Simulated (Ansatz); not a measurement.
```xyz
5

Cl    1.9853    0.2663    1.2146
Sn    0.0254    0.0034    0.0155
I    -2.0101    0.3049    1.6935
I    -0.0302    1.8582   -1.8834
I     0.0295   -2.4327   -1.0401
```

Total charge 0; spin multiplicity 1. Sn, I: def2 effective core potential.

(1) List the PBE0/def2-TZVPP orbital energies in eV (Ansatz 0.2.0). (An estimate is asked.)

## Answers

(1) Computed: Occupied: -2767.70, -259.53, -197.82, -197.66, -197.66, -188.36, -188.36, -188.36, -142.27, -134.30, -134.30, -134.30, -134.04, -134.04, -134.04, -134.04, -134.04, -134.04, -96.89, -96.89, -96.88, -53.40, -53.40, -53.40, -53.31, -53.31, -53.31, -53.31, -53.31, -53.31, -53.09, -53.09, -53.09, -53.09, -53.09, -53.09, -30.69, -30.63, -30.63, -30.54, -30.54, -23.01, -20.29, -19.74, -19.74, -14.30, -10.90, -10.47, -10.47, -9.32, -9.32, -8.48, -8.43, -8.43, -8.16, -8.16, -8.03. Lowest empty: -3.58, -0.83, -0.83, -0.79, 2.07, 2.07, 2.54, 3.00.
